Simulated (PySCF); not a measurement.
C₃H₂FNS, SMILES Fc1cscn1. Atoms are numbered in the order given.

```xyz
8

F     -0.2028     2.2903     0.0000
C     -0.0423     0.9767     0.0000
C     -1.0846     0.0804     0.0000
S     -0.4260    -1.5105     0.0000
C      1.1694    -0.8252     0.0000
N      1.2127     0.4789     0.0000
H     -2.1541     0.2815     0.0000
H      2.0523    -1.4691     0.0000
```

Geometry optimised at r2SCAN-D4/def2-SVP.

Calculation: M06-2X/def2-TZVP in PySCF.

```
Item                                                                                                           Result
---------------------------------------------------------------------------------------------  ----------------------
total energy                                                                                       -668.29281 hartree
point group                                                                                                        Cs
highest occupied level                                                                                       -8.41 eV
lowest empty level                                                                                           -0.32 eV
orbital gap                                                                                                   8.09 eV
dipole moment                                                                                                  2.66 D
quadrupole, principal values (traceless, Buckingham form, about the centre of nuclear charge)  -5.35, -2.17, 7.52 D·Å
mean static polarisability                                                                       54.4 bohr³ (8.07 Å³)
polarisability, principal values                                                               34.5, 62.1, 66.7 bohr³
```
